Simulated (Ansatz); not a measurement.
CH$_{7}$BOSSi. Total charge 0; spin multiplicity 1. The bonds changed during the relaxation, so this is another structure than the one it started from. Geometry: relaxed with PBE0-D4/def2-TZVP. It is one conformer, not always the lowest.

```xyz
12

B     0.419   -0.022    1.443
Si    1.169   -1.403    0.277
S     0.902    0.725   -0.357
C    -0.765    0.648   -1.146
O    -1.604    1.617   -0.636
H     1.140    0.440    2.276
H    -0.772    0.018    1.597
H     0.401   -2.223   -0.695
H     2.616   -1.707    0.156
H    -0.619    0.850   -2.207
H    -1.143   -0.369   -1.007
H    -1.743    1.426    0.300
```

(1) What is the dipole moment at PBE/def2-TZVPP? (An estimate is asked.)

(2) And with r2SCAN, B3LYP, ωB97M-V? (An estimate is asked.)

(3) Give the Mulliken charges with PBE, ωB97M-V, r2SCAN in def2-TZVPP. (Estimate.)

Results:

(1) Ansatz gave: 1.79 D, with components (-0.36, -1.21, -1.28) D in this frame, pointing from negative to positive charge.

(2) The calculation gave: r2SCAN 1.86 D, B3LYP 1.91 D, ωB97M-V 1.97 D.

(3) The calculation gave: 
| atom | PBE | ωB97M-V | r2SCAN |
| --- | --- | --- | --- |
| B1 | -0.18 | -0.33 | -0.17 |
| Si2 | 0.09 | 0.06 | 0.17 |
| S3 | -0.03 | -0.01 | -0.06 |
| C4 | 0.00 | -0.06 | 0.13 |
| O5 | -0.28 | -0.30 | -0.33 |
| H6 | 0.03 | 0.10 | 0.01 |
| H7 | 0.00 | 0.06 | -0.02 |
| H8 | -0.04 | -0.01 | -0.06 |
| H9 | -0.04 | -0.01 | -0.06 |
| H10 | 0.12 | 0.14 | 0.08 |
| H11 | 0.12 | 0.15 | 0.09 |
| H12 | 0.21 | 0.21 | 0.22 |

B3LYP here is the variant with VWN-RPA as its local correlation; programs differ in this.
